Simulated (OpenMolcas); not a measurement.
A calculation on Hf⁺.

| Item | Value |
| --- | --- |
| Program | OpenMolcas 26.06 |
| Method | SS-CASPT2, IPEA 0.25 Eh, imaginary shift 0.1 Eh (closed shells correlated: 5s 5p) |
| Basis | ANO-RCC-VTZP [8s7p5d3f2g1h] |
| Scalar Hamiltonian | DKH2, point nucleus |
| Active space | 3 electrons in 11 orbitals (5d 6s 6d) |
| State averaging | 2S+1 = 2 even, 29 roots; 2S+1 = 4 even, 17 roots kept (CI in the orbitals of an earlier block) |
| Spin-orbit coupling | RASSI with atomic mean-field integrals over the reference wave functions, term energies averaged over their components |

(1) Which level of the active space comes out lowest?

(2) How high does 5d² 6s ²D_5/2 [70 %] lie?

(3) How high does 5d² 6s ⁴P_1/2 lie?

(4) How high does 5d² 6s ²P_1/2 lie?

(5) The level at 1.731 eV has J = 3/2. What is it made of, and what is its g factor?

Measured values: NIST Handbook of Basic Atomic Spectroscopic Data.

Answers

(1) 5d 6s² ²D_3/2, with 90 % of that term; it is also the measured ground level.

(2) 2.129 eV above the lowest level.

(3) 1.502 eV above the lowest level.

(4) 1.833 eV above the lowest level.

(5) 54 % 5d² 6s ²D_3/2, 37 % 5d² 6s ²P, 6 % 5d² 6s ⁴P; g = 1.044, against 0.800 from Landé's formula for the pure leading term.

CASPT2 breaks the degeneracy within a term, and the mean is taken; among the terms shown or strongly mixed into the levels shown the widest spread is 320 cm-1 (5d² 6s ⁴F). Terms from blocks run as CI alone lack orbitals of their own. Active for correlation alone: 6d; no level in the range computed is led by a configuration that fills it, so any true level of that kind is missing. Computed and measured levels are paired by configuration, term and J; levels that our copy of the source lacks, or whose pairing is in doubt (as where it misses far off the trend of its configuration), stay unpaired and out of the deviations. Levels of configurations outside the active space are missing.

A share in square brackets marks a mixed level and gives the weight of the term that names it.
